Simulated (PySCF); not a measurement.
Species: 2,2,2-trifluoroethyl acrylate, C₅H₅F₃O₂.
Cartesian coordinates in Å at the PBE0-D3(BJ)/def2-SVP level; atoms count from 1:
```xyz
15
C5H5F3O2 angstrom
C     -3.127   -0.280    0.412
C     -1.957    0.352    0.518
C     -0.807   -0.066   -0.313
O     -0.805   -0.955   -1.120
O      0.271    0.712   -0.051
C      1.466    0.398   -0.720
C      2.462   -0.168    0.268
F      2.797    0.722    1.201
F      1.972   -1.241    0.887
F      3.575   -0.525   -0.376
H     -3.238   -1.109   -0.292
H     -3.990    0.009    1.017
H     -1.794    1.184    1.207
H      1.885    1.318   -1.150
H      1.287   -0.346   -1.509
```

The closed-shell ground state was solved at several levels (PySCF, density fitting, gas phase, non-relativistic).

| level | basis functions | HOMO (eV) | LUMO (eV) | gap (eV) | dipole (D) |
| --- | --- | --- | --- | --- | --- |
| KT3/pcSseg-1 | 195 | -7.05 | -2.61 | 4.44 | 2.22 |
| PBE0/pcSseg-1 | 195 | -8.60 | -1.74 | 6.86 | 2.38 |
| B3LYP/pcJ-1 | 320 | -8.33 | -1.94 | 6.39 | 2.40 |

Problem. What might CAM-B3LYP/def2-SVPD (255 basis functions) give for the same quantities?

Solution. HOMO -9.98 eV, LUMO -0.71 eV, gap 9.27 eV, dipole 2.57 D.

Problem. Over all these levels, which gives the widest orbital gap and which the narrowest?

Solution. CAM-B3LYP/def2-SVPD (range-separated hybrid) has the widest, 9.27 eV, and KT3/pcSseg-1 (GGA) the narrowest, 4.44 eV. Functional and basis both differ between the two, so the spread mixes both effects.

Problem. How far do the dipole and the HOMO energy spread over the levels?

Solution. The dipole runs from 2.22 to 2.57 D (mean 2.39 D) and the HOMO from -9.98 to -7.05 eV.

One conformer stands for the species.
